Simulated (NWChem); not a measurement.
System: C2H3ClO2Si; SMILES O[Si@]1(Cl)C=CO1

Parts of the log:

```
             Northwest Computational Chemistry Package (NWChem) 7.3.0
             --------------------------------------------------------

 C1  symmetry detected

                             Geometry "geometry" -> ""
                             -------------------------

 Output coordinates in angstroms (scale by  1.889725989 to convert to a.u.)

  No.       Tag          Charge          X              Y              Z
 ---- ---------------- ---------- -------------- -------------- --------------
    1 O                    8.0000    -1.85287796     0.39564977    -0.05226928
    2 Si                  14.0000    -0.27607817     0.04550800    -0.10557787
    3 Cl                  17.0000     0.67311923     1.78073696     0.02780823
    4 C                    6.0000     0.43952827    -1.41210674    -1.07518069
    5 C                    6.0000     0.65169067    -1.97494779     0.11357235
    6 O                    8.0000     0.18133707    -1.10218912     1.07765565
    7 H                    1.0000    -2.50331368    -0.26675542     0.17285973
    8 H                    1.0000     0.67656627    -1.76647377    -2.05634764
    9 H                    1.0000     1.07382828    -2.90176907     0.45539739

 Effective nuclear repulsion energy (a.u.)     365.6642754287

                                Z-matrix (autoz)
                                --------

 Units are Angstrom for bonds and degrees for angles

      Type          Name      I     J     K     L     M      Value
      ----------- --------  ----- ----- ----- ----- ----- ----------
    1 Stretch                  1     2                       1.61609
    2 Stretch                  1     7                       0.95526
    3 Stretch                  2     3                       1.98237
    4 Stretch                  2     4                       1.89126
    5 Stretch                  2     5                       2.23406
    6 Stretch                  2     6                       1.71070
    7 Stretch                  4     5                       1.33227
    8 Stretch                  4     8                       1.06979
    9 Stretch                  5     6                       1.38289
   10 Stretch                  5     9                       1.07426
   11 Bend                     1     2     3               105.98052
   12 Bend                     1     2     4               123.57793
   13 Bend                     1     2     5               126.71943
   14 Bend                     1     2     6               112.54606
   15 Bend                     2     1     7               121.45839
   16 Bend                     2     4     5                85.89456
   17 Bend                     2     4     8               144.03152
   18 Bend                     2     5     4                57.60610
   19 Bend                     2     5     6                49.93707
   20 Bend                     2     5     9               167.07455
   21 Bend                     2     6     5                91.84277
   22 Bend                     3     2     4               121.86702
   23 Bend                     3     2     5               125.88723
   24 Bend                     3     2     6               114.37368
   25 Bend                     4     2     5                36.49934
   26 Bend                     4     2     6                74.71402
   27 Bend                     4     5     6               107.53344
   28 Bend                     4     5     9               135.31477
   29 Bend                     5     2     6                38.22016
   30 Bend                     5     4     8               130.02578
   31 Bend                     6     5     9               117.14953
   32 Torsion                  1     2     4     5        -108.02033
   33 Torsion                  1     2     4     8          74.66469
   34 Torsion                  1     2     5     4          98.73938
   35 Torsion                  1     2     5     6         -79.97776
   36 Torsion                  1     2     5     9         -82.65651
   37 Torsion                  1     2     6     5         121.27763
   38 Torsion                  2     4     5     6           1.02963
   39 Torsion                  2     4     5     9        -179.55602
   40 Torsion                  2     5     4     8         177.94088
   41 Torsion                  2     6     5     4          -1.13598
   42 Torsion                  2     6     5     9         179.32685
   43 Torsion                  3     2     1     7        -160.59432
   44 Torsion                  3     2     4     5         108.67979
   45 Torsion                  3     2     4     8         -68.63518
   46 Torsion                  3     2     5     4         -96.76075
   47 Torsion                  3     2     5     6          84.52211
   48 Torsion                  3     2     5     9          81.84337
   49 Torsion                  3     2     6     5        -117.70124
   50 Torsion                  4     2     1     7          51.27290
   51 Torsion                  4     2     5     6        -178.71714
   52 Torsion                  4     2     5     9         178.60411
   53 Torsion                  4     2     6     5           0.79101
   54 Torsion                  4     5     2     6         178.71714
   55 Torsion                  5     2     1     7           6.39021
   56 Torsion                  5     2     4     8        -177.31498
   57 Torsion                  5     4     2     6          -0.82275
   58 Torsion                  6     2     1     7         -34.88380
   59 Torsion                  6     2     4     8        -178.13773
   60 Torsion                  6     2     5     9          -2.67875
   61 Torsion                  6     5     4     8         178.97051
   62 Torsion                  8     4     5     9          -1.61515

                           NWChem Geometry Optimization
                           ----------------------------

 maximum gradient threshold         (gmax) =   0.000450
 rms gradient threshold             (grms) =   0.000300
 maximum cartesian step threshold   (xmax) =   0.001800
 rms cartesian step threshold       (xrms) =   0.001200
 fixed trust radius                (trust) =   0.300000
 source of zmatrix                         =   autoz

          -------------------
          Energy Minimization
          -------------------

 Using diagonal initial Hessian
 Scaling for Hessian diagonals: bonds = 1.00  angles = 0.25  torsions = 0.10

          --------
          Step   0

                                 NWChem DFT Module
                                 -----------------

 Summary of "ao basis" -> "ao basis" (spherical)
 ------------------------------------------------------------------------------
       Tag                 Description            Shells   Functions and Types
 ---------------- ------------------------------  ------  ---------------------
 O                           6-31g*                  6       14   3s2p1d
 Si                          6-31g*                  8       18   4s3p1d
 Cl                          6-31g*                  8       18   4s3p1d
 C                           6-31g*                  6       14   3s2p1d
 H                           6-31g*                  2        2   2s

            General Information
            -------------------
          SCF calculation type: DFT
          Wavefunction type:  closed shell.
          No. of atoms     :     9
          No. of electrons :    62
           Alpha electrons :    31
            Beta electrons :    31
          Charge           :     0
          Spin multiplicity:     1
          Use of symmetry is: off; symmetry adaption is: off
          Maximum number of iterations: 150
          AO basis - number of functions:    98
                     number of shells:    46
          Convergence on energy requested:  1.00D-06
          Convergence on density requested:  1.00D-05
          Convergence on gradient requested:  5.00D-04

              XC Information
              --------------
                         B3LYP Method XC Potential
                     Hartree-Fock (Exact) Exchange  0.200
                        Slater Exchange Functional  0.800 local
                    Becke 1988 Exchange Functional  0.720 non-local
              Lee-Yang-Parr Correlation Functional  0.810
                  VWN I RPA Correlation Functional  0.190 local

             Grid Information
             ----------------
          Grid used for XC integration:  medium
          Radial quadrature: Mura-Knowles
          Angular quadrature: Lebedev.
          Tag              B.-S. Rad. Rad. Pts. Rad. Cut. Ang. Pts.
          ---              ---------- --------- --------- ---------
          O                   0.60       49          11.0       434
          Si                  1.10       88           9.0       590
          Cl                  1.00       88          11.0       590
          C                   0.70       49          10.0       434
          H                   0.35       45          12.0       434
          Grid pruning is: on
          Number of quadrature shells:   507
          Spatial weights used:  Erf1

      Superposition of Atomic Density Guess
      -------------------------------------

 Sum of atomic energies:        -974.59180062

      Non-variational initial energy
      ------------------------------

 Total energy =    -977.337187
 1-e energy   =   -2072.295401
 2-e energy   =     729.293939
 HOMO         =      -0.280514
 LUMO         =       0.027411

   convergence    iter        energy       DeltaE   RMS-Dens  Diis-err
 ---------------- ----- ----------------- --------- --------- ---------
 d= 0,ls=0.0,diis     1   -978.1053772971 -1.34D+03  1.41D-02  1.01D+00
 d= 0,ls=0.0,diis     2   -978.0615299329  4.38D-02  7.77D-03  1.57D+00
 d= 0,ls=0.0,diis     3   -978.2108449870 -1.49D-01  1.89D-03  5.89D-02
 d= 0,ls=0.0,diis     4   -978.2149810700 -4.14D-03  9.57D-04  1.22D-02
 d= 0,ls=0.0,diis     5   -978.2163887538 -1.41D-03  2.94D-04  1.34D-03
  Resetting Diis
 d= 0,ls=0.0,diis     6   -978.2165491972 -1.60D-04  7.32D-05  8.33D-05
 d= 0,ls=0.0,diis     7   -978.2165598602 -1.07D-05  2.01D-05  1.56D-06
 d= 0,ls=0.0,diis     8   -978.2165597622  9.80D-08  1.11D-05  2.62D-06
 d= 0,ls=0.0,diis     9   -978.2165600425 -2.80D-07  2.04D-06  8.14D-08

         Total DFT energy =     -978.216560042480
      One electron energy =    -2076.195072740220
           Coulomb energy =      810.871903605456
    Exchange-Corr. energy =      -78.557666336422
 Nuclear repulsion energy =      365.664275428707

 Numeric. integr. density =       62.000002353139

                       DFT Final Molecular Orbital Analysis
                       ------------------------------------

 Vector   29  Occ=2.000000D+00  E=-3.400544D-01
              MO Center=  4.6D-01,  1.0D+00,  1.4D-01, r^2= 3.3D+00
   Bfn.  Coefficient  Atom+Function         Bfn.  Coefficient  Atom+Function
  ----- ------------  ---------------      ----- ------------  ---------------
    39      0.526103  3 Cl px                40     -0.358519  3 Cl py
    43      0.273113  3 Cl px                35     -0.204848  3 Cl px
    83      0.181423  6 O  pz                44     -0.173704  3 Cl py
    82     -0.150240  6 O  py                36      0.139404  3 Cl py
    87      0.112302  6 O  pz                86     -0.106490  6 O  py

 Vector   30  Occ=2.000000D+00  E=-3.089057D-01
              MO Center=  9.0D-02, -6.2D-01, -2.5D-01, r^2= 3.3D+00
   Bfn.  Coefficient  Atom+Function         Bfn.  Coefficient  Atom+Function
  ----- ------------  ---------------      ----- ------------  ---------------
    83      0.324026  6 O  pz                54      0.304928  4 C  py
    87      0.237020  6 O  pz                56      0.219278  4 C  s
    41      0.204671  3 Cl pz                23     -0.201491  2 Si pz
     5      0.172583  1 O  pz                58      0.164087  4 C  py
    96     -0.161331  8 H  s                 40      0.160040  3 Cl py

[...]

      ----------------------
      Optimization converged
      ----------------------

  Step       Energy      Delta E   Gmax     Grms     Xrms     Xmax
  ---- ---------------- -------- -------- -------- -------- --------
@   20    -978.22376067 -4.4D-07  0.00004  0.00001  0.00065  0.00156
                                     ok       ok       ok       ok

                                Z-matrix (autoz)
                                --------

 Units are Angstrom for bonds and degrees for angles

[...]

 Rotational Constants
 --------------------
 A=   0.127230 cm-1  (  0.183051 K)
 B=   0.066842 cm-1  (  0.096168 K)
 C=   0.055390 cm-1  (  0.079692 K)

 Temperature                      =   298.15K
 frequency scaling parameter      =   1.0000

 Zero-Point correction to Energy  =   32.902 kcal/mol  (  0.052432 au)
 Thermal correction to Energy     =   37.078 kcal/mol  (  0.059088 au)
 Thermal correction to Enthalpy   =   37.670 kcal/mol  (  0.060032 au)

 Total Entropy                    =   81.341 cal/mol-K
   - Translational                =   40.292 cal/mol-K (mol. weight = 121.9591)
   - Rotational                   =   27.616 cal/mol-K (symmetry #  =        1)
   - Vibrational                  =   13.433 cal/mol-K

 Cv (constant volume heat capacity) =   22.982 cal/mol-K
   - Translational                  =    2.979 cal/mol-K
   - Rotational                     =    2.979 cal/mol-K
   - Vibrational                    =   17.023 cal/mol-K

[normal modes left out]

 ----------------------------------------------------------------------------
 Normal Eigenvalue ||           Projected Infra Red Intensities
  Mode   [cm**-1]  || [atomic units] [(debye/angs)**2] [(KM/mol)] [arbitrary]
 ------ ---------- || -------------- ----------------- ---------- -----------
    1       -0.000 ||    0.000923           0.021         0.900       0.185
    2       -0.000 ||    0.000923           0.021         0.900       0.185
    3        0.000 ||    0.000811           0.019         0.790       0.162
    4        0.000 ||    0.000566           0.013         0.551       0.113
    5        0.000 ||    0.000022           0.000         0.021       0.004
    6        0.000 ||    0.000610           0.014         0.595       0.122
    7      139.807 ||    0.024136           0.557        23.529       4.830
    8      159.681 ||    0.005314           0.123         5.180       1.063
    9      244.466 ||    0.015046           0.347        14.667       3.011
   10      255.528 ||    0.021936           0.506        21.385       4.390
   11      317.622 ||    0.068663           1.584        66.936      13.740
   12      416.501 ||    0.025741           0.594        25.093       5.151
   13      492.901 ||    0.073149           1.688        71.309      14.638
   14      639.488 ||    0.027045           0.624        26.365       5.412
   15      666.229 ||    0.187554           4.327       182.837      37.532
   16      733.310 ||    0.034343           0.792        33.479       6.873
   17      862.627 ||    0.274931           6.343       268.016      55.018
   18      893.186 ||    0.084035           1.939        81.921      16.817
   19      947.683 ||    0.034351           0.792        33.487       6.874
   20      955.626 ||    0.086942           2.006        84.755      17.398
   21     1037.416 ||    0.112185           2.588       109.364      22.450
   22     1113.106 ||    0.079412           1.832        77.414      15.891
   23     1289.957 ||    0.006205           0.143         6.049       1.242
   24     1566.772 ||    0.075011           1.731        73.124      15.011
   25     3208.240 ||    0.012673           0.292        12.354       2.536
   26     3301.784 ||    0.000886           0.020         0.863       0.177
   27     3784.013 ||    0.095817           2.211        93.407      19.174
 ----------------------------------------------------------------------------
```

Level: B3LYP/6-31G* (spherical d). 

Question: Reconstruct the input file.

Answer: One answer among several that fit: the input that was run:
```
start job
memory heap 200 mb stack 900 mb global 1100 mb
geometry units angstroms
  O     -1.547959    -0.974052     0.506403
  Si    -0.211986    -0.230044    -0.016442
  Cl    -0.731977     1.653218    -0.352181
  C      1.136150    -1.089028    -1.027154
  C      1.877573    -1.014892     0.077261
  O      1.106292    -0.417723     1.057522
  H     -1.503827    -1.798400     0.987062
  H      1.381263    -1.470614    -1.996052
  H      2.874697    -1.308140     0.348907
end
basis spherical
  * library 6-31g*
end
dft
  xc b3lyp
  iterations 150
end
driver
  maxiter 120
end
task dft optimize
task dft freq
```
